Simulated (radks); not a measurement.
Spherical jellium clusters: N electrons in a uniform positive sphere of charge N and radius rs N^(1/3), rs = 2.66 bohr. Calculated with a radial shooting solver with Libxc functionals: non-relativistic Kohn-Sham, LDA (Slater exchange, Perdew-Wang correlation), spin-polarised, spherical densities. Levels are named by radial order and angular momentum (1s, 1p, 1d, 2s, ...), and open shells are averaged over m. Each electron was tried in the lowest free levels, single moves between levels near the top were tried too, and the lowest total energy was kept; such a search can miss a lower state. Energies include the self-energy of the background; IP and EA are vertical (highest electron removed, lowest free level filled), at fixed background; spill-out counts the electrons outside the background radius R, and alpha is the static dipole polarisability from linear response (closed shells only). A dash means not computed or, for alpha, an open shell; in EA it means that no bound solution was reached, which is typical of self-interaction and does not show that the anion is unstable. Real open-shell clusters deform, which this model forbids.

N	open shells	2S	E/N (eV)	E(N+1) + E(N-1) - 2E(N) (eV)	IP (eV)	alpha/R^3
1	1s(up 1, down 0)	1	-0.575	-	-	-
2	none	0	-1.312	2.068	7.133	2.097
3	1p(up 1, down 0)	1	-0.869	-0.929	4.499	-
4	1p(up 2, down 0)	2	-0.879	-0.801	5.473	-
5	1p(up 3, down 0)	3	-1.046	0.339	6.071	-
6	1p(up 3, down 1)	2	-1.101	-0.655	5.518	-
7	1p(up 3, down 2)	1	-1.233	-0.497	6.050	-
8	none	0	-1.395	2.402	6.414	1.727
9	1d(up 1, down 0)	1	-1.254	-0.430	3.888	-
10	1d(up 2, down 0)	2	-1.184	-0.398	4.359	-
11	1d(up 3, down 0)	3	-1.163	-0.359	4.735	-
12	1d(up 4, down 0)	4	-1.175	-0.320	5.042	-
13	1d(up 5, down 0)	5	-1.210	0.393	5.298	-
14	1d(up 5, down 0) 2s(up 1, down 0)	6	-1.212	-0.170	4.838	-
15	1d(up 5, down 2)	3	-1.225	-0.365	5.049	-
16	1d(up 5, down 3)	2	-1.260	-0.253	5.291	-
17	1d(up 5, down 4)	1	-1.305	-0.225	5.496	-
18	none	0	-1.357	0.256	5.672	1.553
19	2s(up 1, down 0)	1	-1.391	0.216	5.368	-
20	none	0	-1.411	1.347	5.175	1.608
21	1f(up 1, down 0)	1	-1.364	-0.229	3.877	-
22	1f(up 2, down 0)	2	-1.332	-0.215	4.094	-
23	1f(up 3, down 0)	3	-1.312	-0.201	4.287	-
24	1f(up 4, down 0)	4	-1.303	-0.187	4.461	-
25	1f(up 5, down 0)	5	-1.301	-0.175	4.618	-
26	1f(up 6, down 0)	6	-1.306	-0.163	4.760	-
27	1f(up 7, down 0)	7	-1.317	0.439	4.890	-
28	1f(up 7, down 1)	6	-1.312	-0.176	4.418	-
29	1f(up 7, down 2)	5	-1.313	-0.163	4.574	-
30	1f(up 7, down 3)	4	-1.319	-0.152	4.715	-
31	1f(up 7, down 4)	3	-1.330	-0.142	4.844	-
32	1f(up 7, down 5)	2	-1.345	-0.133	4.962	-
33	1f(up 7, down 6)	1	-1.362	-0.125	5.071	-
34	none	0	-1.383	0.518	5.171	1.431
35	2p(up 1, down 0)	1	-1.387	-0.072	4.630	-
36	2p(up 2, down 0)	2	-1.393	-0.062	4.739	-
37	2p(up 3, down 0)	3	-1.401	0.274	4.834	-
38	2p(up 3, down 1)	2	-1.401	-0.069	4.590	-
39	2p(up 3, down 2)	1	-1.402	-0.060	4.703	-
40	none	0	-1.405	0.738	4.803	1.546
41	1g(up 1, down 0)	1	-1.390	-0.129	4.101	-
42	1g(up 2, down 0)	2	-1.379	-	4.200	-

All shells are closed at N = 2, 8, 18, 20, 34, 40 (there: 1s2 1p6 1d10 2s2 1f14 2p6); the second difference of the energy has clear peaks (12 % above both neighbours; the first and last values, which can be the largest, are not judged, and half-filled shells can peak too) at N = 5, 8, 13, 18, 20, 27, 34, 37, 40.
